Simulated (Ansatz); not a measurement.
CH3FOS2W, SMILES `C[O][W]([F])(=[S])=[S]`. Total charge 0; spin multiplicity 1. Correlated methods include outer-core shells of W, which these sets cover unevenly. W: def2 effective core potential.

```tsv
atom	x (Å)	y (Å)	z (Å)
C1	0.227	1.009	1.233
O2	0.503	-0.069	0.374
W3	-0.072	-1.004	-1.088
F4	1.057	-2.427	-1.457
S5	-0.156	0.334	-2.734
S6	-2.042	-1.692	-0.694
H7	-0.748	0.863	1.704
H8	0.226	1.941	0.663
H9	1.005	1.045	1.997
```

Task: Give the diagnostics of a CCSD(T)/def2-TZVPP run (frozen core, Ansatz 0.2.0). (Estimate.)

Result: Ansatz gave: T1 = 0.0216, largest single amplitude 0.048, largest double 0.046, (T) share of the correlation energy 5.5 %, 14 CCSD cycles. The RHF solution is stable towards an unrestricted one. T1 lies over the customary mark of 0.02 for closed shells; compounds of d metals often pass it without a breakdown.
